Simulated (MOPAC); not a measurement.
MOPAC input (MNDO):

```
MNDO PRECISE GNORM=0.05 LET XYZ CHARGE=1 GEO-OK AUX(PRECISION=9) THREADS=1
HZn

Zn   -0.00000000 1   -0.00000000 1   -0.04961585 1
H     0.00000000 1    0.00000000 1    1.48847542 1
```

Output:

```
 *******************************************************************************
 **                                                                           **
 **                              MOPAC v23.2.5                                **
 **                                                                           **
 *******************************************************************************
 ** MOPAC's Digital Object Identifier: https://doi.org/10.5281/zenodo.6511958 **
 **                                                                           **
 ** Please cite the open-source release paper for use of this MOPAC version:  **
 ** J. E. Moussa and J. J. P. Stewart (2026)                                  **
 ** MOPAC: An open-source semiempirical molecular orbital program             **
 ** J. Open Source Softw., 11(119), 8025, https://doi.org/10.21105/joss.08025 **
 *******************************************************************************

                              MNDO CALCULATION RESULTS

 *******************************************************************************
 *  MNDO       - The MNDO Hamiltonian to be used
 *  GEO-OK     - OVERRIDE INTERATOMIC DISTANCE AND OTHER SAFETY CHECKS
 *
 *
 *
 *                 CHARGE ON SYSTEM = +1
 *
 *
 *
 *  LET        - OVERRIDE SOME SAFETY CHECKS
 *  PRECISE    - TIGHTER CRITERIA TO BE USED
 *  XYZ        - CARTESIAN COORDINATE SYSTEM TO BE USED
 *  GNORM      - EXIT WHEN GRADIENT NORM DROPS BELOW 0.050
 *  AUX        - OUTPUT AUXILIARY INFORMATION
 *******************************************************************************
MNDO PRECISE GNORM=0.05 LET XYZ CHARGE=1 GEO-OK AUX(PRECISION=9) THREADS=1
 HZn

   ATOM   CHEMICAL          X               Y               Z
  NUMBER   SYMBOL      (ANGSTROMS)     (ANGSTROMS)     (ANGSTROMS)

     1      Zn         -0.00000000  *  -0.00000000  *  -0.04961585  *
     2       H          0.00000000  *   0.00000000  *   1.48847542  *

          CARTESIAN COORDINATES

    NO.       ATOM           X           Y           Z

     1        Zn         -0.0000     -0.0000     -0.0496
     2         H          0.0000      0.0000      1.4885

  H: (MNDO): M.J.S. DEWAR, W. THIEL, J. AM. CHEM. SOC., 99, 4899, (1977)
 Zn: (MNDO): M.J.S. DEWAR, K.M. MERZ, ORGANOMETALLICS, 5, 1494-1496 (1986)

           Empirical Formula: H Zn  =     2 atoms

      MOLECULAR POINT GROUP   :   C*v

      RHF CALCULATION, NO. OF DOUBLY OCCUPIED LEVELS = 1

          Geometry optimization using EF

          DIAGONAL MATRIX USED AS START HESSIAN

 CYCLE:     1  GRAD.:    10.103 HEAT:  258.9253
 CYCLE:     2  GRAD.:    13.637 HEAT:  258.9952
 CYCLE:     3  GRAD.:     0.566 HEAT:  258.8092
 CYCLE:     4  GRAD.:     0.026 HEAT:  258.8089

     GRADIENT =  0.02649 IS LESS THAN CUTOFF =  0.05000

 -------------------------------------------------------------------------------
 MNDO PRECISE GNORM=0.05 LET XYZ CHARGE=1 GEO-OK AUX(PRECISION=9) THREADS=1
 HZn

     GEOMETRY OPTIMISED USING EIGENVECTOR FOLLOWING (EF).
     SCF FIELD WAS ACHIEVED

                              MNDO CALCULATION
                                                       MOPAC v23.2.5 Linux

          FINAL HEAT OF FORMATION =        258.80890 KCAL/MOL =    1082.85643 KJ/MOL

          COSMO AREA              =         41.55 SQUARE ANGSTROMS
          COSMO VOLUME            =         23.72 CUBIC ANGSTROMS

          GRADIENT NORM           =          0.02649          =       0.01873 PER ATOM
          IONIZATION POTENTIAL    =         20.216718 EV
          HOMO LUMO ENERGIES (EV) =        -20.217 -8.451
          NO. OF FILLED LEVELS    =          1
          MOLECULAR WEIGHT        =         66.3879         POINT GROUP:  C*v

          MOLECULAR DIMENSIONS (Angstroms)

            Atom       Atom       Distance
            H     2   Zn     1     1.50605
            H     2   Zn     1     0.00000
           Zn     1    H     2     0.00000

          SCF CALCULATIONS        =          5

   ATOM   CHEMICAL          X               Y               Z
  NUMBER   SYMBOL      (ANGSTROMS)     (ANGSTROMS)     (ANGSTROMS)

     1      Zn          0.00000000  *   0.00000000  *  -0.03359744  *
     2       H          0.00000000  *   0.00000000  *   1.47245701  *

                             CARTESIAN COORDINATES

   1   Zn        0.000000000     0.000000000    -0.033597440
   2    H        0.000000000     0.000000000     1.472457010

           Empirical Formula: H Zn  =     2 atoms

      MOLECULAR POINT GROUP   :   C*v

                  EIGENVALUES
 -20.21672  -8.45092  -6.61894  -6.61894  -5.25057

              NET ATOMIC CHARGES AND DIPOLE CONTRIBUTIONS

  ATOM NO.   TYPE          CHARGE      No. of ELECS.   s-Pop       p-Pop
    1         Zn           0.736536        1.2635     0.73266     0.53081
    2          H           0.263464        0.7365     0.73654
 DIPOLE           X         Y         Z       TOTAL
 POINT-CHG.     0.000     0.000     1.796     1.796
 HYBRID         0.000     0.000    -4.133     4.133
 SUM            0.000     0.000    -2.337     2.337

          ATOMIC ORBITAL ELECTRON POPULATIONS

     Atom    s        px        py        pz
    1 Zn   0.73266   0.00000   0.00000   0.53081
    2  H   0.73654

 **********************
 *                    *
 * JOB ENDED NORMALLY *
 *                    *
 **********************

 == MOPAC DONE ==
```

The dipole moment of an ion depends on the origin.
